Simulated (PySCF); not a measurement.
Excitations are Tamm–Dancoff values on a coarser integration grid. The basis has no diffuse functions, so Rydberg states are missing or too high.

Species: C$_{7}$H$_{7}$F$_{3}$Si, SMILES `FC(c1ccc([SiH3])cc1)(F)F` (charge 0, multiplicity 1).

### Question
Estimate the S1 excitation (TDA), HOMO–LUMO gap and LUMO that M06-2X/def2-TZVP // B3LYP-D3(BJ)/def2-SVP (PySCF) returns for this input.

### Answer

```
Item                   Result
-------------------  --------
S1 excitation (TDA)   5.39 eV
HOMO–LUMO gap         8.41 eV
LUMO                 -0.62 eV
```
